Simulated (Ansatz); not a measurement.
System: sum formula BOCl2, net charge 0, doublet state. It need not be the lowest isomer of its formula. 
Coordinates optimised at B3LYP-D3(BJ)/def2-TZVP (Ansatz, a program for electronic structure):
```xyz
4

B     -0.3263    -0.1169    -0.1195
Cl     0.1564     1.5204    -0.5290
Cl     0.6475    -1.2323     0.8233
O     -1.5044    -0.5390    -0.5508
```
Charge 0, spin multiplicity 2.

Quantity: atomisation energy (electronic, to ground-state atoms), in kJ/mol. Cores are frozen in the correlated levels unless marked. UHF or UKS for open shells. Spin-orbit coupling is left out. Non-relativistic. The coupled-cluster limit lacks core correlation, which all-electron functionals hold. CBS marks a two-point X^-3 extrapolation of the correlation energy; Hartree-Fock from the larger set (for Q and 5 zeta extrapolated as (X+1)exp(-9√X)).

| level | program | atomisation energy (kJ/mol) |
|---|---|---|
| PBE0/def2-TZVPD | Ansatz | [?] |
| r2SCAN0-D4/def2-TZVPD | Ansatz + dftd4 | [?] |
| LC-wPBE-D4/def2-TZVPD | Ansatz + dftd4 | 1441.6 |
| B2GP-PLYP-D3(BJ)/def2-TZVPD | Ansatz + dftd3 | 1416.8 |
| B2GP-PLYP/def2-TZVPD | Ansatz | 1409.1 |
| B2PLYP-D3(BJ)/def2-TZVPD | Ansatz + dftd3 | [?] |
| CCSD/6-31G | Ansatz | 1062.9 |
| CCSD/6-31G* | Ansatz | [?] |
| CCSD/aug-cc-pV(D+d)Z | Ansatz | 1276.7 |
| CCSD/aug-cc-pV(Q+d)Z | Ansatz | 1363.7 |
| CCSD(T)/CBS(cc-pV(Q+d)Z,cc-pV(5+d)Z) | Ansatz | 1420.1 |

Problem. Fill in the missing entries.

Solution. 
- PBE0/def2-TZVPD, atomisation energy (kJ/mol): 1452.2
- r2SCAN0-D4/def2-TZVPD, atomisation energy (kJ/mol): 1431.9
- B2PLYP-D3(BJ)/def2-TZVPD, atomisation energy (kJ/mol): 1419.3
- CCSD/6-31G*, atomisation energy (kJ/mol): 1306.2
